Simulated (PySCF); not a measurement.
C5H10FSi2 (doublet state).
SMILES with atom numbers: `[CH3:1][C:2]#[C:3][Si@@H:4]([CH:5][SiH3:6])[CH2:7][F:8]` (hydrogens: H9, H10, H11 on C1; H12 on Si4; H13 on C5; H14, H15, H16 on Si6; H17, H18 on C7)

Cartesian coordinates in Å at the GFN2-xTB level; atoms count from 1:
```
atom  x, y, z in Å
C1     2.5066    1.7424   -2.6699
C2     1.4572    1.1521   -1.8709
C3     0.5795    0.6724   -1.1984
Si4   -0.7495   -0.1212   -0.1917
C5    -0.1013   -1.5447    0.8087
Si6   -1.0702   -2.5679    2.0306
C7    -1.3616    1.2597    1.0132
F8    -2.3729    0.7790    1.8209
H9     2.7733    2.7206   -2.2702
H10    3.3881    1.1017   -2.6575
H11    2.1691    1.8607   -3.6994
H12   -1.8872   -0.4843   -1.0494
H13    0.9520   -1.7702    0.7053
H14   -1.1697   -1.8635    3.3145
H15   -2.4127   -2.8267    1.5058
H16   -0.3611   -3.8361    2.2398
H17   -1.7746    2.1168    0.4760
H18   -0.5737    1.6155    1.6811
```

The hyperfine couplings belong to this conformer and change with its torsions.

Method used: UKS B3LYP, pcH-1 on C F H Si, non-relativistic, mean-field spin-orbit, GIAO (PySCF 2.14.0). Isolated species at its GFN2-xTB geometry (one conformer only). Couplings are sensitive to structure, and on GFN2-xTB geometries they can be far from those on DFT ones. No stability test was run, so a lower SCF solution isn't excluded.

(1) Match the computed a_iso(29Si) values +47.1, +43.3 MHz with the sites Si4; Si6.

(2) Match the computed a_iso(1H) values -53.9, +47.4, +44.0, +10.8, -2.5, -0.3 MHz (means over equivalent nuclei) with the sites H9/H10/H11; H12; H13; H14/H15/H16; H17; H18.

Answers

(1) 
```
site  a_iso (MHz)  ρ(0) (bohr⁻³)        position  distance from C5 (Å)  spin population  largest |T| (MHz)
 Si4        +47.1        -0.0531  1 bond from C5                  1.86            -0.03                2.1
 Si6        +43.3        -0.0488  1 bond from C5                  1.87            -0.05                2.3
```

(2) 
```tsv
site	a_iso (MHz)	ρ(0) (bohr⁻³)	position	distance from C5 (Å)	bound to	spin population there	largest |T| (MHz)
H9/H10/H11	-0.3	-0.0001	5 bonds from C5	5.89	C1	0.00	0.7
H12	+47.4	+0.0106	β, 2 bonds from C5	2.79	Si4	-0.03	5.0
H13	-53.9	-0.0121	α, 1 bond from C5	1.08	C5	+0.99	35.3
H14/H15/H16	+44.0	+0.0098	β, 2 bonds from C5	2.73	Si6	-0.05	5.2
H17	+10.8	+0.0024	γ, 3 bonds from C5	4.04	C7	+0.03	3.5
H18	-2.5	-0.0006	γ, 3 bonds from C5	3.31	C7	+0.03	4.4
```

ρ(0) is the spin density at the nucleus and T the dipolar tensor; a_iso includes a spin–orbit part; entries for several nuclei are means. The largest Mulliken spin population is on C5 (+0.99). The angles at C5 add up to 359.9°, so it is planar; its axial dipolar tensor and the negative coupling of its proton fit spin in a p orbital normal to that plane.

Means are taken over nuclei equivalent by connectivity, which assumes that they swap fast. The three 1H nuclei of mean +44.0 MHz run from 13.5 to 88.8 MHz in the frozen geometry.

The run took 2.5 min (with the writing of density and orbital grids) on one thread of an Arm Neoverse V2 (shared host), and the process peaked at 1.1 GiB of memory.
